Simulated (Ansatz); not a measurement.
CH₃AlBNO (`N=[C]1B[O][AlH]1`), one more setting.

```yaml
crystal:
  periodic: [false, false, false]
  atoms:
    - {symbol: N, position_ang: [-0.511075, 1.884679, -0.129020]}
    - {symbol: C, position_ang: [-0.193665, 0.663953, -0.041669]}
    - {symbol: B, position_ang: [1.162558, -0.070249, -0.498647]}
    - {symbol: O, position_ang: [1.012031, -1.386221, -0.189076]}
    - {symbol: Al, position_ang: [-0.607927, -1.210382, 0.486787]}
    - {symbol: H, position_ang: [-1.444217, 2.075607, 0.243603]}
    - {symbol: H, position_ang: [2.143399, 0.384643, -1.011729]}
    - {symbol: H, position_ang: [-1.468904, -2.399129, 1.083852]}
basis:
  gaussian: {orbitals: aug-pcseg-2}
hamiltonian: {xc: {name: SPW92}, pseudopotentials: {relativity: none}}
output: {forces: true}
```

```sh
$ ansatz run in.yaml --threads 2 --pin off --events-out ev --progress --plain --max-ram 4352MiB
```

Output, abridged:

```
Functional definition: SPW92
  name "SPW92"
  cite "Dirac, Proc. Camb. Phil. Soc. 26, 376 (1930) doi:10.1017/S0305004100016108"
  cite "Slater, Phys. Rev. 81, 385 (1951) doi:10.1103/PhysRev.81.385"
  cite "Perdew & Wang, Phys. Rev. B 45, 13244 (1992) doi:10.1103/PhysRevB.45.13244"
  exchange = slater_x
  correlation = pw_c
1270 factors; their error is unknown
mean field evaluation 1: about -11810.9798 eV, gradient 8.4e1 eV
mean field evaluation 2: about -11678.5472 eV, gradient 2.2e2 eV
mean field evaluation 4: about -11824.3510 eV, gradient 3.2e1 eV
mean field evaluation 8: about -11826.4851 eV, gradient 5.2e-1 eV
mean field evaluation 16: about -11826.4348 eV, gradient 6.5e-3 eV
mean field -11826.43481862 eV, -434.6134633388 hartree, gradient 3.4e-5 eV, S^2 0.000000; 0 other end points of the search recorded, 0 dependent functions left out
the calculation of the forces begins
reference -11826.43488155 eV, -434.6134656516 hartree; 21, 21 occupied and 282, 282 virtual orbitals, 1270 factors
Total energy: -11826.43488155 eV, -434.6134656516 hartree
Atom 0 at    -0.511075     1.884679    -0.129020 Å, force     0.275252    -0.109850    -0.100098 eV/Å
Atom 1 at    -0.193665     0.663953    -0.041669 Å, force     0.354517    -0.127784    -0.131267 eV/Å
Atom 2 at     1.162558    -0.070249    -0.498647 Å, force    -0.421382    -0.139313     0.210018 eV/Å
Atom 3 at     1.012031    -1.386221    -0.189076 Å, force     0.059787     0.126652    -0.049584 eV/Å
Atom 4 at    -0.607927    -1.210382     0.486787 Å, force    -0.014476     0.163358    -0.023936 eV/Å
Atom 5 at    -1.444217     2.075607     0.243603 Å, force    -0.382767     0.173699     0.135222 eV/Å
Atom 6 at     2.143399     0.384643    -1.011729 Å, force     0.174849     0.076578    -0.090627 eV/Å
Atom 7 at    -1.468904    -2.399129     1.083852 Å, force    -0.045780    -0.163341     0.050273 eV/Å
Dipole moment:    -0.484348    -0.203768     0.249502 e Å
```

Hardware: 2 threads of an Arm Neoverse V1 on a shared host. Wall time 4.8 s, peak host memory 0.43 GiB.
